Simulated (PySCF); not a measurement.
Ge(F)(Cl)2(Me) (CH₃Cl₂FGe), SMILES [CH3][Ge]([F])([Cl])[Cl]. Atoms are numbered in the order given.

```xyz
8

C     -1.0637    -1.8359     0.0000
Ge     0.0625    -0.2646     0.0000
F      1.7351    -0.7342     0.0000
Cl    -0.2181     0.9550     1.7518
Cl    -0.2181     0.9550    -1.7518
H     -0.8507    -2.4288    -0.9005
H     -2.1171    -1.5235     0.0000
H     -0.8507    -2.4288     0.9005
```

Geometry: B3LYP-D3(BJ)/def2-SVP. The structure was generated by enumeration, and PubChem lists no compound with its InChIKey, so it may never have been made.

These are PySCF 2.14.0 with TDA-ωB97X/def2-SVPD values and carry that method's errors.

Vertical excitations. Gas-phase values at a fixed geometry. State labels are in the subgroup Cs.

Computed UV-visible absorptions:
```
state  symmetry  energy (eV)  λ (nm)      f                                                                     main pairs
-----  --------  -----------  ------  -----  -----------------------------------------------------------------------------
S1           A"         7.26     171  0.031                                                                 HOMO→LUMO 85 %
S2           A"         7.40     168  0.003                                                               HOMO−2→LUMO 85 %
S3           A'         7.48     166  0.096                                                               HOMO−1→LUMO 80 %
S4           A'         7.75     160  0.031                                                               HOMO−3→LUMO 80 %
S5           A'         8.78     141  0.118                                             HOMO−4→LUMO 63 %, HOMO→LUMO+3 12 %
S6           A'         9.04     137  0.008                                         HOMO−1→LUMO+2 57 %, HOMO−1→LUMO+1 22 %
S7           A"         9.08     137  0.096                                             HOMO−5→LUMO 44 %, HOMO→LUMO+2 35 %
S8           A"         9.17     135  0.042   HOMO−2→LUMO+2 36 %, HOMO→LUMO+2 21 %, HOMO−1→LUMO+3 12 %, HOMO−2→LUMO+1 10 %
S9           A"         9.33     133  0.055      HOMO−1→LUMO+3 29 %, HOMO−5→LUMO 24 %, HOMO→LUMO+2 20 %, HOMO−2→LUMO+1 8 %
S10          A'         9.53     130  0.083  HOMO−2→LUMO+3 30 %, HOMO−1→LUMO+1 29 %, HOMO−3→LUMO+1 10 %, HOMO−1→LUMO+2 9 %
T1           A"         6.64     187      0                                                                 HOMO→LUMO 85 %
T2           A'         6.73     184      0                                                               HOMO−1→LUMO 85 %
T3           A"         6.86     181      0                                                               HOMO−2→LUMO 83 %
T4           A'         7.12     174      0                                                               HOMO−3→LUMO 80 %
```
Triplets are in the Tamm–Dancoff approximation.
